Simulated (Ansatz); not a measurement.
One change: `C[Se][Sn]([CH3])([F])[Cl]` becomes `[CH3][Sn]([CH3])([F])[Cl]`.

Ansatz, PBE0-D4/def2-TZVP geometries, multiplicity 1. Each molecule was computed in one conformer, which needn't be the lowest.

Elements past krypton have def2 core potentials. Scalar relativity is left out up to krypton.

```tsv
property	`C[Se][Sn]([CH3])([F])[Cl]`
HOMO energy (PBE0/def2-TZVPP) / eV	-7.10
HOMO–LUMO gap (PBE/def2-TZVPP) / eV	3.50
LUMO energy (ωB97M-V/def2-TZVPP) / eV	0.39
HOMO energy (PBE/def2-TZVPP) / eV	-5.93
LUMO energy (PBE0/def2-TZVPP) / eV	-1.54
HOMO–LUMO gap (PBE0/def2-TZVPP) / eV	5.56
```

Q: Give the same properties after the change, and the shifts. (Estimate.)

A: The calculation gave: 
```tsv
property	`[CH3][Sn]([CH3])([F])[Cl]`	shift
HOMO energy (PBE0/def2-TZVPP) / eV	-8.44	-1.34
HOMO–LUMO gap (PBE/def2-TZVPP) / eV	5.56	2.06
LUMO energy (ωB97M-V/def2-TZVPP) / eV	1.23	0.84
HOMO energy (PBE/def2-TZVPP) / eV	-7.13	-1.20
LUMO energy (PBE0/def2-TZVPP) / eV	-0.61	0.93
HOMO–LUMO gap (PBE0/def2-TZVPP) / eV	7.83	2.27
```

With PBE0 the HOMO falls by 1.34 eV and the LUMO rises by 0.93 eV, so the gap widens by about 2.27 eV. PBE moves the HOMO by -1.20 eV and ωB97M-V by -1.35 eV.

Spin–orbit coupling is left out; it splits and shifts lone-pair levels of the heavy atoms by tenths of an eV.
